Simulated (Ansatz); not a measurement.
Ansatz (an electronic-structure program) input file for Si(F)2(H)(SH) (F₂H₂SSi), SMILES [SiH](F)(S)F, PBE0-D3(BJ)/def2-SVP. 

Ansatz 0.2 input:
```yaml
crystal:
  periodic: [false, false, false]
  atoms:
    - {symbol: Si, position_ang: [-0.42618110, 0.20691267, 0.36021490]}
    - {symbol: F, position_ang: [-1.57203492, -0.67904925, -0.29057889]}
    - {symbol: F, position_ang: [-0.48346369, 1.56764115, -0.46880296]}
    - {symbol: S, position_ang: [1.44299787, -0.73559229, 0.00967754]}
    - {symbol: H, position_ang: [-0.75941851, 0.48441191, 1.72903016]}
    - {symbol: H, position_ang: [2.13747524, 0.39096015, -0.09244279]}
basis:
  gaussian:
    orbitals: def2-SVP
hamiltonian:
  xc: pbe0
  dispersion: d3bj
relax: {f_tol: 0.002, max_steps: 200}
```

It prints:

```
WARN ansatz: RAYON_NUM_THREADS=1 ignored (pool sized by the plan → 1); use --threads N
Functional definition: PBE0
integrals: 0.02 GiB planned
726 factors; integrals over basis functions are off by at most 5.2e-4 eV
mean field: 0.24 GiB planned
mean field evaluation 1: about -24158.4317 eV, gradient 3.8e1 eV
mean field evaluation 2: about -24156.0761 eV, gradient 5.6e1 eV
mean field evaluation 4: about -24160.7074 eV, gradient 7.6e-1 eV
mean field evaluation 8: about -24160.7170 eV, gradient 1.0e-2 eV
mean field -24160.71697465 eV, -887.8899720962 hartree, gradient 1.7e-5 eV, S^2 0.000000; 0 other end points of the search recorded, 0 dependent functions left out
the calculation of the forces begins
reference -24160.71699441 eV, -887.8899728224 hartree; 25, 25 occupied and 49, 49 virtual orbitals, 726 factors
relax step   1: F+E_penalty+E_count = -24160.81918910 eV  Δ(F+E_penalty+E_count) = +0.000e0 eV  max|allowed force component| = 8.204e-1 eV/Å  Δτ_max = 0.0000 Å  (24 SCF iters, accepted)
these checks for a lower state are left out or cut short: starts, cluster_reference, orbital_swaps, neighbouring_geometries, increment
integrals: 0.02 GiB planned
726 factors; integrals over basis functions are off by at most 5.8e-4 eV
mean field: 0.24 GiB planned
mean field evaluation 16: about -24160.7543 eV, gradient 5.8e-2 eV
mean field -24160.76301394 eV, -887.8916640091 hartree, gradient 1.4e-5 eV, S^2 0.000000; 0 other end points of the search recorded, 0 dependent functions left out
the calculation of the forces begins
reference -24160.76303362 eV, -887.8916647323 hartree; 25, 25 occupied and 49, 49 virtual orbitals, 726 factors
relax step   2: F+E_penalty+E_count = -24160.86562113 eV  Δ(F+E_penalty+E_count) = -4.643e-2 eV  max|allowed force component| = 3.742e-1 eV/Å  Δτ_max = 0.1279 Å  (28 SCF iters, accepted)
these checks for a lower state are left out or cut short: starts, cluster_reference, orbital_swaps, neighbouring_geometries, increment
integrals: 0.02 GiB planned
726 factors; integrals over basis functions are off by at most 6.0e-4 eV
mean field: 0.24 GiB planned
mean field -24160.78201414 eV, -887.8923622535 hartree, gradient 9.9e-6 eV, S^2 0.000000; 0 other end points of the search recorded, 0 dependent functions left out
the calculation of the forces begins
reference -24160.78203393 eV, -887.8923629807 hartree; 25, 25 occupied and 49, 49 virtual orbitals, 726 factors
relax step   3: F+E_penalty+E_count = -24160.88428976 eV  Δ(F+E_penalty+E_count) = -1.867e-2 eV  max|allowed force component| = 1.989e-1 eV/Å  Δτ_max = 0.0673 Å  (28 SCF iters, accepted)
these checks for a lower state are left out or cut short: starts, cluster_reference, orbital_swaps, neighbouring_geometries, increment
integrals: 0.02 GiB planned
726 factors; integrals over basis functions are off by at most 6.0e-4 eV
mean field: 0.23 GiB planned
mean field evaluation 32: about -24160.7850 eV, gradient 1.2e-3 eV
mean field -24160.78498610 eV, -887.8924714710 hartree, gradient 1.2e-5 eV, S^2 0.000000; 0 other end points of the search recorded, 0 dependent functions left out
the calculation of the forces begins
reference -24160.78500593 eV, -887.8924721997 hartree; 25, 25 occupied and 49, 49 virtual orbitals, 726 factors
relax step   4: F+E_penalty+E_count = -24160.88699475 eV  Δ(F+E_penalty+E_count) = -2.705e-3 eV  max|allowed force component| = 2.583e-1 eV/Å  Δτ_max = 0.1640 Å  (28 SCF iters, accepted)
these checks for a lower state are left out or cut short: starts, cluster_reference, orbital_swaps, neighbouring_geometries, increment
integrals: 0.02 GiB planned
726 factors; integrals over basis functions are off by at most 6.0e-4 eV
mean field: 0.23 GiB planned
mean field -24160.79307517 eV, -887.8927687389 hartree, gradient 1.2e-5 eV, S^2 0.000000; 0 other end points of the search recorded, 0 dependent functions left out
the calculation of the forces begins
reference -24160.79309501 eV, -887.8927694680 hartree; 25, 25 occupied and 49, 49 virtual orbitals, 726 factors
relax step   5: F+E_penalty+E_count = -24160.89516990 eV  Δ(F+E_penalty+E_count) = -8.175e-3 eV  max|allowed force component| = 1.326e-1 eV/Å  Δτ_max = 0.0659 Å  (28 SCF iters, accepted)
these checks for a lower state are left out or cut short: starts, cluster_reference, orbital_swaps, neighbouring_geometries, increment
integrals: 0.02 GiB planned
726 factors; integrals over basis functions are off by at most 6.1e-4 eV
mean field: 0.23 GiB planned
mean field -24160.79635434 eV, -887.8928892459 hartree, gradient 1.1e-5 eV, S^2 0.000000; 0 other end points of the search recorded, 0 dependent functions left out
the calculation of the forces begins
reference -24160.79637416 eV, -887.8928899743 hartree; 25, 25 occupied and 49, 49 virtual orbitals, 726 factors
relax step   6: F+E_penalty+E_count = -24160.89847489 eV  Δ(F+E_penalty+E_count) = -3.305e-3 eV  max|allowed force component| = 8.812e-2 eV/Å  Δτ_max = 0.0459 Å  (28 SCF iters, accepted)
these checks for a lower state are left out or cut short: starts, cluster_reference, orbital_swaps, neighbouring_geometries, increment
integrals: 0.02 GiB planned
726 factors; integrals over basis functions are off by at most 6.1e-4 eV
mean field: 0.23 GiB planned
mean field -24160.79726872 eV, -887.8929228489 hartree, gradient 9.8e-6 eV, S^2 0.000000; 0 other end points of the search recorded, 0 dependent functions left out
the calculation of the forces begins
reference -24160.79728855 eV, -887.8929235776 hartree; 25, 25 occupied and 49, 49 virtual orbitals, 726 factors
relax step   7: F+E_penalty+E_count = -24160.89943050 eV  Δ(F+E_penalty+E_count) = -9.556e-4 eV  max|allowed force component| = 4.544e-2 eV/Å  Δτ_max = 0.0265 Å  (28 SCF iters, accepted)
these checks for a lower state are left out or cut short: starts, cluster_reference, orbital_swaps, neighbouring_geometries, increment
integrals: 0.02 GiB planned
726 factors; integrals over basis functions are off by at most 6.1e-4 eV
mean field: 0.24 GiB planned
mean field -24160.79744684 eV, -887.8929293948 hartree, gradient 6.1e-6 eV, S^2 0.000000; 0 other end points of the search recorded, 0 dependent functions left out
the calculation of the forces begins
reference -24160.79746667 eV, -887.8929301234 hartree; 25, 25 occupied and 49, 49 virtual orbitals, 726 factors
relax step   8: F+E_penalty+E_count = -24160.89961932 eV  Δ(F+E_penalty+E_count) = -1.888e-4 eV  max|allowed force component| = 3.128e-2 eV/Å  Δτ_max = 0.0103 Å  (24 SCF iters, accepted)
these checks for a lower state are left out or cut short: starts, cluster_reference, orbital_swaps, neighbouring_geometries, increment
integrals: 0.02 GiB planned
726 factors; integrals over basis functions are off by at most 6.1e-4 eV
mean field: 0.23 GiB planned
mean field evaluation 64: about -24160.7881 eV, gradient 4.1e-3 eV
mean field -24160.79760510 eV, -887.8929352105 hartree, gradient 9.8e-6 eV, S^2 0.000000; 0 other end points of the search recorded, 0 dependent functions left out
the calculation of the forces begins
reference -24160.79762492 eV, -887.8929359390 hartree; 25, 25 occupied and 49, 49 virtual orbitals, 726 factors
relax step   9: F+E_penalty+E_count = -24160.89978063 eV  Δ(F+E_penalty+E_count) = -1.613e-4 eV  max|allowed force component| = 5.166e-3 eV/Å  Δτ_max = 0.0218 Å  (28 SCF iters, accepted)
these checks for a lower state are left out or cut short: starts, cluster_reference, orbital_swaps, neighbouring_geometries, increment
integrals: 0.02 GiB planned
726 factors; integrals over basis functions are off by at most 6.1e-4 eV
mean field: 0.23 GiB planned
mean field -24160.79766249 eV, -887.8929373198 hartree, gradient 9.7e-6 eV, S^2 0.000000; 0 other end points of the search recorded, 0 dependent functions left out
the calculation of the forces begins
reference -24160.79768232 eV, -887.8929380484 hartree; 25, 25 occupied and 49, 49 virtual orbitals, 726 factors
relax step  10: F+E_penalty+E_count = -24160.89981931 eV  Δ(F+E_penalty+E_count) = -3.868e-5 eV  max|allowed force component| = 1.046e-2 eV/Å  Δτ_max = 0.0187 Å  (28 SCF iters, accepted)
these checks for a lower state are left out or cut short: starts, cluster_reference, orbital_swaps, neighbouring_geometries, increment
integrals: 0.02 GiB planned
726 factors; integrals over basis functions are off by at most 6.1e-4 eV
mean field: 0.23 GiB planned
mean field -24160.79766016 eV, -887.8929372342 hartree, gradient 1.0e-5 eV, S^2 0.000000; 0 other end points of the search recorded, 0 dependent functions left out
the calculation of the forces begins
reference -24160.79767999 eV, -887.8929379626 hartree; 25, 25 occupied and 49, 49 virtual orbitals, 726 factors
relax step  11: F+E_penalty+E_count = -24160.89982527 eV  Δ(F+E_penalty+E_count) = -5.963e-6 eV  max|allowed force component| = 9.228e-3 eV/Å  Δτ_max = 0.0036 Å  (22 SCF iters, accepted)
these checks for a lower state are left out or cut short: starts, cluster_reference, orbital_swaps, neighbouring_geometries, increment
integrals: 0.02 GiB planned
726 factors; integrals over basis functions are off by at most 6.1e-4 eV
mean field: 0.23 GiB planned
mean field -24160.79766815 eV, -887.8929375275 hartree, gradient 1.7e-5 eV, S^2 0.000000; 0 other end points of the search recorded, 0 dependent functions left out
the calculation of the forces begins
reference -24160.79768797 eV, -887.8929382560 hartree; 25, 25 occupied and 49, 49 virtual orbitals, 726 factors
relax step  12: F+E_penalty+E_count = -24160.89982930 eV  Δ(F+E_penalty+E_count) = -4.031e-6 eV  max|allowed force component| = 4.796e-4 eV/Å  Δτ_max = 0.0008 Å  (19 SCF iters, accepted)
integrals: 0.02 GiB planned
726 factors; integrals over basis functions are off by at most 6.1e-4 eV
mean field: 0.23 GiB planned
mean field evaluation 96: about -24160.7977 eV, gradient 2.3e-2 eV
mean field -24160.79766815 eV, -887.8929375275 hartree, gradient 1.7e-5 eV, S^2 0.000000; 1 other end points of the search recorded, 0 dependent functions left out
the calculation of the forces begins
reference -24160.79768797 eV, -887.8929382560 hartree; 25, 25 occupied and 49, 49 virtual orbitals, 726 factors
Total energy: -24160.89984912 eV, -887.8966926091 hartree
Atom 0 at    -0.421421     0.237466     0.264218 Å, force    -0.000076     0.000480     0.000089 eV/Å
Atom 1 at    -1.583443    -0.770726    -0.203516 Å, force    -0.000038     0.000221     0.000048 eV/Å
Atom 2 at    -0.614570     1.614857    -0.548414 Å, force    -0.000020    -0.000417    -0.000111 eV/Å
Atom 3 at     1.401722    -0.703600    -0.242768 Å, force     0.000122     0.000068     0.000035 eV/Å
Atom 4 at    -0.581328     0.554313     1.697480 Å, force    -0.000042    -0.000308    -0.000014 eV/Å
Atom 5 at     2.138415     0.302975     0.280098 Å, force     0.000053    -0.000043    -0.000046 eV/Å
Dipole moment:     0.277552     0.127472     0.319782 e Å
```

The run converged.

Cost: about 40 core-seconds (a rough figure).
